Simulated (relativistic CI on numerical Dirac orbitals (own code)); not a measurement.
## Hyperfine structure of Tc²⁴⁺, mass number 99

Computed by Dirac-Coulomb-Breit CI, orbitals from a KLI potential per configuration, model QED, unscaled Slater integrals (own radial code, finite nucleus).

CI space (outside the closed core [Ne]): 3s2.3p6.3d, 3s2.3p5.3d2, 3s.3p6.3d2, 3s2.3p6.4s, 3s2.3p6.4p, 3s2.3p6.4d, 3s2.3p6.4f, 3s2.3p5.3d.4s, 3s2.3p5.3d.4p, 3p6.3d3, 3p5.3d4. Double excitations out of closed p, d and f shells are left out; levels of such configurations are missing from the list, as are those of other unlisted configurations, and high levels can miss mixing partners. These lack a partner that the ground configuration has and come out too high: 3s2.3p5.3d.4s, 3s2.3p5.3d.4p.

Nuclear spin I = 9/2, μ = 5.678 μN, Q = -0.129 b (tables of Stone and Pyykkö). The electronic factors are computed for point nuclear moments, without core polarisation or the Bohr-Weisskopf and QED corrections.

```csv
Level,E (eV),A (MHz),B (MHz)
3s2.3p6.3d 2D_3/2,0.000,17540,-1110
3s2.3p6.3d 2D_5/2,5.194,7413,-1510
3s2.3p5.3d2 4D°_1/2,116.588,7019,
3s2.3p5.3d2 4D°_3/2,117.728,15200,-1930
3s2.3p5.3d2 4D°_5/2,120.278,13780,-1350
3s2.3p5.3d2 4G°_9/2,125.520,18300,6190
3s2.3p5.3d2 4G°_11/2,127.168,15720,6030
3s2.3p5.3d2 4P°_5/2,128.443,15120,-1730
```

Levels with J = 0, under 50 % of one LS term, or S terms without an open s electron are left out. Small factors come from cancelling terms and can be off by tens of per cent or more.

At this charge energies of transitions that change n are usually good to better than 1 %, and those within a shell (Δn = 0) to a few per cent.

Question: Give the hyperfine levels of 3s2.3p6.3d 2D_3/2 relative to its centre of gravity.

Answer: With K = F(F + 1) − I(I + 1) − J(J + 1), E = AK/2 + B[¾K(K + 1) − I(I + 1)J(J + 1)]/[2I(2I − 1)J(2J − 1)]: F = 3: -145200, F = 4: -74300, F = 5: 13610, F = 6: 118100 MHz.

LS names give the leading component of a level, which can be under half, so a name can repeat, a term be missing and a line seem to break the LS rules.
